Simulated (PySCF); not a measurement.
**Tm⁺: ionisation energy**

Tm⁺ [Xe] 4f13 6s1 (3F) → Tm²⁺ [Xe] 4f13 (2F), as a difference of total energies. Computed with PySCF 2.14 in cc-pVDZ-X2C (8s7p5d3f1g, 84 functions), with scalar relativity by spin-free X2C-1e. The calculations carry no spin-orbit coupling.

```tsv
method	ionisation energy (eV)
UHF	11.155
MN15	11.858
B97-3	11.830
HSE06	12.053
```

The reference lies between the lowest fine-structure levels, while these numbers refer to the centres of the terms.

For comparison: 12.065 ± 0.02 eV (semi-empirical (NIST evaluation); NIST Atomic Spectra Database, ionization energies).
